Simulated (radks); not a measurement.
All-electron atom: V15+ in [He] 2s2 2p4. Method: Dirac Kohn-Sham, LDA (Slater exchange, Perdew-Wang correlation), spin-unpolarised, spherical densities, finite nucleus; open shells fill j = l - 1/2 first; Fermi nuclear charge, rms radius 3.6002 fm; computed with a radial shooting solver on a logarithmic mesh with Libxc functionals.

Normalised radial functions P(r) = r R(r) (large component), r in bohr:

r,2s1/2,2p1/2
0.002645,0.1760,0.0039
0.002911,0.1922,0.0046
0.00323,0.2114,0.0055
0.003556,0.2306,0.0065
0.003914,0.2513,0.0076
0.004309,0.2737,0.0091
0.004743,0.2978,0.0107
0.005221,0.3237,0.0127
0.005793,0.3537,0.0153
0.006377,0.3835,0.0182
0.007019,0.4151,0.0216
0.007726,0.4486,0.0256
0.008505,0.4839,0.0304
0.009362,0.5209,0.0361
0.01039,0.5629,0.0435
0.01143,0.6030,0.0516
0.01259,0.6442,0.0612
0.01385,0.6861,0.0725
0.01525,0.7281,0.0859
0.01679,0.7697,0.1016
0.01848,0.8101,0.1200
0.0205,0.8514,0.1435
0.02257,0.8861,0.1690
0.02484,0.9161,0.1987
0.02735,0.9401,0.2330
0.0301,0.9563,0.2725
0.03314,0.9629,0.3180
0.03677,0.9569,0.3744
0.04047,0.9370,0.4339
0.04455,0.9009,0.5010
0.04904,0.8465,0.5760
0.05398,0.7719,0.6592
0.05942,0.6752,0.7507
0.06593,0.5441,0.8588
0.07258,0.3979,0.9663
0.07989,0.2279,1.0800
0.08794,0.0352,1.1983
0.0968,-0.1777,1.3190
0.1066,-0.4069,1.4392
0.1182,-0.6671,1.5650
0.1301,-0.9110,1.6725
0.1433,-1.1499,1.7672
0.1577,-1.3741,1.8441
0.1736,-1.5738,1.8984
0.1911,-1.7389,1.9255
0.2103,-1.8602,1.9217
0.2334,-1.9339,1.8797
0.2569,-1.9437,1.8050
0.2828,-1.8963,1.6970
0.3113,-1.7946,1.5590
0.3426,-1.6455,1.3963
0.3771,-1.4591,1.2164
0.4185,-1.2305,1.0120
0.4606,-1.0103,0.8245
0.5071,-0.7958,0.6472
0.5582,-0.5993,0.4877
0.6144,-0.4298,0.3514
0.6763,-0.2922,0.2410
0.7504,-0.1802,0.1505
0.826,-0.1078,0.0916
0.9093,-0.0602,0.0522
1.001,-0.0311,0.0276

2s1/2: eigenvalue -1110.2 eV, 1 radial node at r = 0.0894 bohr, <r> = 0.294 bohr, 90 % of the charge inside 0.453 bohr. 2p1/2: eigenvalue -1032.5 eV, 0 radial nodes, <r> = 0.255 bohr, 90 % of the charge inside 0.415 bohr.
